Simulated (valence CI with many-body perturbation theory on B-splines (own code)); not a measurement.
The numbers below are computed, except where a source is named.
# A CI+MBPT run for Ho⁵³⁺

Method: configuration interaction combined with many-body perturbation theory (CI+MBPT): four valence electrons over a frozen Dirac-Fock core [Ne], radial functions for each j: 11 s, 11 p, 9 d, 7 f, 5 g, 2 h, 1 i, with the one-electron correlation potential Σ1 (screened to all orders), the two-electron term Σ2, the three-electron term Σ3, Breit, model QED; selected single and double excitations, second order for the rest (own B-spline code, finite nucleus).

Command, and the settings that its task file holds:

```sh
python run_cv.py task.json out
```

```
atom Ho  Z=67  mass_number=165  rms_radius_fm=5.2022
core [Ne]
valence 3s2 3p2
avg = 1
basis = L
breit = 1
cap = 40000
capref = 1200
cscale = 1
de = 0.0
dress = 0
eps = 2e-08
h = 0.27
hh = 1
l2 = 3
lcore = 6
maxit = 60
n2 = 5
natural = 1
nlev = 60
nno = [7, 7, 6, 5, 4, 2, 1]
nroot = 26
nsp = [4, 4, 3, 2, 1, 0, 0]
pt2 = 1
qed = 1
rpa = 1
s1 = 1
s2 = 1
s3 = 1
screen = 1
tol = 2e-05
```

It took 3 min on 1 thread of Intel(R) Xeon(R) Platinum 8488C (Sapphire Rapids) (shared host).

Log. The first blocks belong to the next ion, which gives the ionisation energy. Fields: 2J, parity (1 odd), roots, reference size, generating configurations, candidates as configurations/state functions, variational space P, stored matrix elements, Davidson steps; e2 is the range of second-order energies in hartree. The first line gives the box (bohr), its intervals, the orbitals and the steps of their self-consistent field. Window is the range of levels sought, series limit the energy at which the first omitted orbital would enter, core excitation an estimate of the first excitation out of the core, left out the lowest levels not solved, and shifts from estimates the range by which levels moved from their first estimate, all in cm⁻¹.

```
rmax 2.1 intervals 56 orbitals 81 references ['3s2 3p2', '3s 3p3', '3s2 3p 3d', '3s 3p2 3d', '3p4'] scf 3 t 0.9
2J=1 par=1 roots 2 ref 37 generators 5 cand 5262/7988 P 1942/2885 nnz 1.5e+06 it 5
2J=1 par=1 roots 2 ref 37 generators 7 cand 3350/5140 P 2561/3835 nnz 2.3e+06 it 4
   second order: generators 10 cand 3946/6145 e2 -0.00001 -0.00001
reference levels 670, estimated 180, window 7005594 1/cm; series limit 31724570, core excitation 54360708
2J=0 par=0 roots 8 ref 39 generators 17 cand 15014/26355 P 5121/8000 nnz 4.3e+06 it 7
2J=0 par=0 roots 8 ref 39 generators 20 cand 11675/20894 P 10241/17212 nnz 1.8e+07 it 7
   second order: generators 27 cand 16698/34268 e2 -0.00003 -0.00000
2J=2 par=0 roots 10 ref 69 generators 14 cand 19114/76374 P 2519/7999 nnz 6e+06 it 7
2J=2 par=0 roots 10 ref 69 generators 17 cand 17470/70943 P 9987/39306 nnz 1e+08 it 9
   second order: generators 25 cand 24015/125728 e2 -0.00008 -0.00002
2J=4 par=0 roots 15 ref 97 generators 21 cand 20905/110821 P 2453/7984 nnz 6.1e+06 it 7
2J=4 par=0 roots 15 ref 97 generators 26 cand 19322/105434 P 9086/39998 nnz 1e+08 it 8
   second order: generators 38 cand 27051/202090 e2 -0.00050 -0.00013
2J=4 par=1 roots 9 ref 83 generators 18 cand 20899/110533 P 2344/7992 nnz 6.5e+06 it 5
2J=4 par=1 roots 9 ref 83 generators 21 cand 19292/105124 P 9351/39999 nnz 1.1e+08 it 7
   second order: generators 30 cand 22353/148805 e2 -0.00022 -0.00004
2J=2 par=1 roots 8 ref 72 generators 17 cand 19146/76724 P 2850/7999 nnz 6e+06 it 7
2J=2 par=1 roots 8 ref 72 generators 21 cand 17270/71295 P 9859/34143 nnz 7.4e+07 it 7
   second order: generators 28 cand 18780/94589 e2 -0.00013 -0.00002
2J=6 par=1 roots 5 ref 67 generators 14 cand 21133/123218 P 2446/8000 nnz 6.1e+06 it 5
2J=6 par=1 roots 5 ref 67 generators 18 cand 19471/117781 P 9176/39996 nnz 1.1e+08 it 6
   second order: generators 29 cand 24331/198999 e2 -0.00026 -0.00006
2J=0 par=1 roots 3 ref 28 generators 8 cand 14947/25998 P 5010/8000 nnz 5.2e+06 it 5
2J=0 par=1 roots 3 ref 28 generators 13 cand 11615/20526 P 7142/11706 nnz 9.5e+06 it 5
   second order: generators 16 cand 13281/24279 e2 -0.00005 -0.00001
2J=6 par=0 roots 10 ref 70 generators 11 cand 19649/117677 P 1966/7998 nnz 6.8e+06 it 8
2J=6 par=0 roots 10 ref 70 generators 14 cand 19873/117508 P 7574/39999 nnz 1.1e+08 it 10
   second order: generators 25 cand 27261/214085 e2 -0.00054 -0.00019
2J=8 par=1 roots 2 ref 41 generators 6 cand 17222/99377 P 1990/8000 nnz 7.3e+06 it 5
2J=8 par=1 roots 2 ref 41 generators 12 cand 18816/111228 P 6308/28525 nnz 6.7e+07 it 6
   second order: generators 17 cand 20350/149495 e2 -0.00020 -0.00006
2J=8 par=0 roots 5 ref 51 generators 9 cand 18569/111954 P 2363/7998 nnz 6.4e+06 it 5
2J=8 par=0 roots 5 ref 51 generators 15 cand 18552/111425 P 8102/39995 nnz 1.2e+08 it 9
   second order: generators 23 cand 24383/193821 e2 -0.00019 -0.00006
2J=10 par=0 roots 2 ref 19 generators 2 cand 8347/46739 P 1972/7998 nnz 9.5e+06 it 4
2J=10 par=0 roots 2 ref 19 generators 9 cand 15254/90370 P 4851/23295 nnz 6.2e+07 it 5
   second order: generators 10 cand 16772/127450 e2 -0.00008 -0.00006
left out: unestimated 10160743, estimated 7718792, shifts from estimates -12 to 155
operators 0.8
```

The Davidson iterations converged.

No measured spectrum was set against this ion. As an estimate, large intervals hold to a few tenths of a per cent, small ones and those within an open d or f shell to about a per cent.

```yaml
Valence_energy: -790.3707 hartree
Ionisation_energy: "5137.2 eV (NIST: 5135 ± 5 eV (theoretical))"
Reference_configurations_for_the_orbitals: 3s2 3p2, 3s 3p3, 3s2 3p 3d, 3s 3p2 3d, 3p4
Radial_orbitals: 81
Box_radius: 2.122 bohr
Largest_variational_space: 39999
Lowest_levels: (3s^2 3p1/2^2) J=0 0.000, (3s^2 3p1/2 3p3/2) J=1 15.725, (3s^2 3p1/2 3p3/2) J=2 16.339, (3s 3p1/2^2 3p3/2) J=2 26.279, (3s 3p1/2^2 3p3/2) J=1 28.132, (3s^2 3p1/2 3d3/2) J=2 29.998, (3s^2 3p3/2^2) J=2 32.518, (3s^2 3p1/2 3d3/2) J=1 32.733, (3s^2 3p3/2^2) J=0 33.846, (3s^2 3p1/2 3d5/2) J=2 34.928, (3s^2 3p1/2 3d5/2) J=3 34.990, (3s 3p1/2^2 3d3/2) J=1 40.805, (3s 3p1/2^2 3d3/2) J=2 41.261, (3s 3p1/2 3p3/2^2) J=2 [a] 41.619 Ry
```

Levels are named by their leading jj configuration (3d3/2^4 stands for four electrons in 3d with j = 3/2), which in mixed levels can hold well under half, so a name can repeat and another be missing. Letters in brackets count levels of one name in rising energy.
